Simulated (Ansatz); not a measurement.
# Redistribution: C4H9Br + CHBrCl2 → C4H9Cl + CHBr2Cl

Species: C4H9Br (2-bromo-2-methylpropane) `CC(C)(C)Br`, singlet; CHBrCl2 `ClC(Cl)Br`, singlet; C4H9Cl (2-chloro-2-methylpropane) `CC(C)(C)Cl`, singlet; CHBr2Cl (chlorodibromomethane) `ClC(Br)Br`, singlet. The partners trade Br for Cl; both sit on C, so the bond types are kept.

Shapes, held fixed at every level: PBE0-D4/def2-TZVP. Programs: Ansatz 0.2.0. The zero-point and thermal change to 298 K, harmonic and unscaled (PBE0-D4/def2-TZVP), is -0.1 kJ/mol.

**What was measured.** Tabulated heats of formation (Active Thermochemical Tables, CRC Handbook of Chemistry and Physics): C4H9Br -132.4 (CRC); CHBrCl2 -51.5 (ATcT); C4H9Cl -182.2 (CRC); CHBr2Cl -3.0 (ATcT) kJ/mol, which give ΔH(298 K) = -1.3 kJ/mol.

```
                level                    kind  ΔH (kJ/mol)  computed − measured
          HF/def2-SVP            Hartree–Fock         -0.1                 +1.2
  B3LYP-D4/def2-TZVPP           global hybrid         +1.0                 +2.3
r2SCAN0-D4/def2-TZVPP           global hybrid         +2.0                 +3.3
   wB97X-V/def2-TZVPP  range-separated hybrid         +0.8                 +2.1
       MP2/def2-TZVPP     perturbation theory         +2.0                 +3.3
     CCSD(T)/def2-SVP   coupled cluster or CI         +0.4                 +1.7
        CCSD/def2-SVP   coupled cluster or CI         +0.2                 +1.5
   CCSD(T)/def2-TZVPP   coupled cluster or CI         +2.0                 +3.3
```

All levels lie within 4 kJ/mol, near the uncertainty of the heats themselves, so they can't be ranked here. The heats of C4H9Br, C4H9Cl come from older tables and can be uncertain by 10 kJ/mol or more. Relativity is left out for Br unless named. Correlated rows may include outer-core shells of Br, which these sets cover unevenly.
